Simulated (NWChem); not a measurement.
Species: BeCl$_{2}$; SMILES [Cl][Be][Cl]

```xyz
3

Be     0.0000     0.0000     0.0000
Cl     0.0000     0.0000     1.8137
Cl     0.0000     0.0000    -1.8137
```
Atoms are numbered in this order, from 1.

Computed with NWChem. Geometry: optimised at PBE-D3(BJ)/def2-SVP. Vertical excitations in the gas phase; the lowest state need not have the same character in each row.

For level B3LYP/def2-SVP, full TDDFT:

```
Quantity                         Value
-------------------------------  -----
lowest excitation, singlet (eV)   7.38
lowest triplet (eV)               7.09
orbital gap (eV)                  8.49
```

Task: How do the values read with level BHandHLYP/def2-SVP, full TDDFT instead?

Result: 
- lowest excitation, singlet (eV): 7.99
- lowest triplet (eV): 7.65
- orbital gap (eV): 10.89
